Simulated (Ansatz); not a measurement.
CH6ClGaSi (`C[SiH2][GaH][Cl]`), relaxed with RKS PBE0-D4/def2-TZVP in Ansatz from a GFN2-xTB geometry. The force threshold is 0.005 eV/Å; the program also tests the step.

The species carries charge 0 and has multiplicity 1.

Start:

```xyz
10

C    -1.561   -0.120   -0.279
Si    0.237    0.040   -0.894
Ga    1.569    0.138    1.124
Cl    3.637   -0.183    1.344
H    -1.700   -1.062    0.250
H    -2.285   -0.080   -1.088
H    -1.792    0.682    0.421
H     0.592   -1.124   -1.736
H     0.378    1.248   -1.737
H     0.924    0.460    2.595
```

(1) By how much does the energy fall, and how many steps does the optimiser take? (An estimate is asked.)

(2) Which bonds change most? (Estimate.)

(3) Give the relaxed structure. (An estimate is asked.)

Results:

(1) The calculation gave: 11.82 kJ/mol, in 19 steps, 1 of them rejected.

(2) Ansatz gave: Ga3–H10 from 1.638 to 1.568 Å; Ga3–Cl4 from 2.104 to 2.165 Å; C1–Si2 from 1.908 to 1.877 Å; Si2–Ga3 from 2.421 to 2.407 Å.

(3) Ansatz gave: 
```xyz
10

C    -1.651   -0.078   -0.369
Si    0.194   -0.024   -0.713
Ga    1.539    0.114    1.279
Cl    3.672    0.174    0.912
H    -1.911   -0.945    0.240
H    -2.212   -0.140   -1.305
H    -1.976    0.819    0.163
H     0.621   -1.245   -1.454
H     0.532    1.154   -1.560
H     1.192    0.171    2.807
```
